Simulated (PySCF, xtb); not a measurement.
GeH7NSi, SMILES N[SiH2][GeH3]. Other conformers were not sampled.

Harmonic wavenumbers (cm⁻¹) from GFN2-xTB (xtb 6.7.1) at its own minimum, in rising order: 16, 135, 141, 322, 341, 377, 455, 534, 613, 706, 735, 814, 848, 890, 898, 906, 1521, 1908, 1991, 2015, 2240, 2245, 3466, 3498.

Q: What does PBE0-D3(BJ)/def2-SVP run with PySCF give at its own minimum? (Estimate from the structure and the level; the computed values follow.)

A: 97, 135, 149, 333, 340, 431, 473, 530, 717, 781, 836, 864, 886, 893, 912, 917, 1549, 2127, 2133, 2137, 2219, 2229, 3601, 3698. Paired by order, the mean absolute difference is 61 cm⁻¹ and the zero-point energies are 39.5 and 41.4 kcal/mol.
